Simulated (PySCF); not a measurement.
Run record: geometry optimisation, [TcO4]-, `[O]=[Tc-](=[O])(=[O])=[O]`.

Method: PBE0-D3(BJ)/def2-SVP geometry optimisation, gas phase, def2 core potentials past Kr (PySCF 2.14.0). Start geometry: GFN2-xTB. The input is one job of a driver script: a line of settings, then coordinates in Å.

Input:
```
{"job": {"xc": "PBE0", "basis": "def2-SVP", "d3": "d3bj", "grid": 1, "maxiter": 30, "kind": "geom"}, "charge": -1, "multiplicity": 1}
Tc    -0.000170    -0.000040    -0.000190
O      0.010420    -0.017610     1.666580
O      1.567960     0.010310    -0.565110
O     -0.792760     1.364880    -0.536320
O     -0.785450    -1.357540    -0.564950
```

**Question.** Estimate the output.

**Answer.** 
```
step   0  E = -381.29484476  max force = 0.039258
step   1  E = -381.29787740  max force = 0.021211
step   2  E = -381.29945692  max force = 0.001941
step   3  E = -381.29946803  max force = 0.000117
optimisation converged
```

Energies in Eh; «max force» is the largest Cartesian gradient component in Eh/bohr.

**Question.** Give the first gradient maximum in eV/Å.

**Answer.** With 1 Eh/bohr = 51.422 eV/Å, 2.019 eV/Å.

**Question.** How much energy does the optimisation release, in eV?

**Answer.** E(step 0) − E(last step) = 0.004623 Eh, which is 0.126 eV.

Main results: final energy -381.29947 Eh after 3 steps.

**Question.** Where do the atoms end?

**Answer.** 0.028 Å rms from the input after alignment:
```
atom  x, y, z in Å
Tc1   -0.0005    0.0000    0.0000
O2     0.0190   -0.0149    1.6985
O3     1.5945    0.0082   -0.5826
O4    -0.8093    1.3906   -0.5458
O5    -0.8038   -1.3840   -0.5701
```

On Intel Xeon Platinum 8375C at 2.90 GHz, one thread, on a shared host, this took 17 s wall and 0.35 GiB of memory at its peak.
Labels such as C1 count atoms from 1, the log's own numbers from 0.
